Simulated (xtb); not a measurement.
H₃AlO₃, triplet, at a GFN2-xTB geometry of the parent state (such geometries of metal compounds can be far from the true shape) (a higher spin typed on purpose: for a closed-shell molecule this is an excited state); GFN2-xTB (xtb 6.7.1).

The xtb input:
```
$ xtb mol.xyz --gfn 2 --chrg 0 --uhf 2 --json

# file mol.xyz
7

Al    -0.00000000    -0.00000000    -0.00000000
O     -1.08597176    -1.25217867     0.07815260
H     -1.93325027    -1.43797965    -0.30182312
O     -0.33424217     1.33110871    -0.93264447
H      0.10698534     2.14443421    -1.13414960
O      1.42021393    -0.07893003     0.85449188
H      1.82626493    -0.70645456     1.43597272
```

The log (banner, timings and long lists left out):

```
   ID    Z sym.   atoms
    1   13 Al     1
    2    8 O      2, 4, 6
    3    1 H      3, 5, 7

           -------------------------------------------------
          |                Calculation Setup                |
           -------------------------------------------------

           -------------------------------------------------
          |                 G F N 2 - x T B                 |
           -------------------------------------------------

          ...................................................
          :                      SETUP                      :
          :.................................................:
          :  # basis functions                  25          :
          :  # atomic orbitals                  24          :
          :  # shells                           12          :
          :  # electrons                        24          :
          :  max. iterations                   250          :
          :  Hamiltonian                  GFN2-xTB          :
          :  restarted?                      false          :
          :  GBSA solvation                  false          :
          :  PC potential                    false          :
          :  electronic temp.          300.0000000     K    :
          :  accuracy                    1.0000000          :
          :  -> integral cutoff          0.2500000E+02      :
          :  -> integral neglect         0.1000000E-07      :
          :  -> SCF convergence          0.1000000E-05 Eh   :
          :  -> wf. convergence          0.1000000E-03 e    :
          :  Broyden damping             0.4000000          :
          :  net charge                          0          :
          :  unpaired electrons                  2          :
          ...................................................

 iter      E             dE          RMSdq      gap      omega  full diag
   1    -14.7815113 -0.147815E+02  0.108E+01    2.68       0.0  T
   2    -14.8398029 -0.582916E-01  0.859E+00    3.24       1.0  T
   3    -14.8437758 -0.397294E-02  0.363E+00    3.86       1.0  T
   4    -14.8438356 -0.597275E-04  0.429E-01    4.23       1.0  T
   5    -14.8417885  0.204710E-02  0.538E-01    4.14       1.0  T
   6    -14.8427552 -0.966710E-03  0.426E-01    4.14       1.0  T
   7    -14.8432455 -0.490341E-03  0.320E-01    4.13       1.0  T
   8    -14.8421661  0.107942E-02  0.460E-01    4.13       1.0  T
   9    -14.8440245 -0.185845E-02  0.113E-01    4.12       1.0  T
[...]
         :: total energy             -14.740368649129 Eh    ::
[...]
                  HL-Gap            0.1520043 Eh            4.1362 eV
             Fermi-level           -0.3094817 Eh           -8.4214 eV

     #   Z          covCN         q      C6AA      α(0)
     1  13 Al       2.214     0.292   128.278    25.354
     2   8 O        1.541    -0.405    21.024     6.186
     3   1 H        0.809     0.308     0.698     1.312
     4   8 O        1.541    -0.405    21.024     6.186
     5   1 H        0.809     0.308     0.698     1.312
     6   8 O        1.541    -0.405    21.024     6.186
     7   1 H        0.809     0.308     0.698     1.312

 Mol. C6AA /au·bohr⁶  :        719.334924
 Mol. C8AA /au·bohr⁸  :      31132.596737
 Mol. α(0) /au        :         47.846680

Wiberg/Mayer (AO) data.
largest (>0.10) Wiberg bond orders for each atom

 ---------------------------------------------------------------------------
     #   Z sym  total        # sym  WBO       # sym  WBO       # sym  WBO
 ---------------------------------------------------------------------------
     1  13 Al   2.992 --     2 O    0.968     6 O    0.968     4 O    0.968
     2   8 O    1.992 --     1 Al   0.968     3 H    0.870
     3   1 H    0.905 --     2 O    0.870
     4   8 O    1.992 --     1 Al   0.968     5 H    0.870
     5   1 H    0.905 --     4 O    0.870
     6   8 O    1.992 --     1 Al   0.968     7 H    0.870
     7   1 H    0.905 --     6 O    0.870
 ---------------------------------------------------------------------------

Topologies differ in total number of bonds
Writing topology from bond orders to xtbtopo.mol

molecular dipole:
                 x           y           z       tot (Debye)
 q only:       -0.000      -0.000       0.000
   full:       -0.000      -0.000      -0.000       0.000
molecular quadrupole (traceless):
                xx          xy          yy          xz          yz          zz
 q only:        0.754       1.091       0.805       1.957      -1.912      -1.559
  q+dip:        1.023       1.481       1.093       2.657      -2.595      -2.116
   full:        1.645       2.380       1.757       4.271      -4.171      -3.402

           -------------------------------------------------
          | TOTAL ENERGY              -14.740368649129 Eh   |
          | GRADIENT NORM               0.072948222220 Eh/α |
          | HOMO-LUMO GAP               4.136246773179 eV   |
           -------------------------------------------------

normal termination of xtb
```
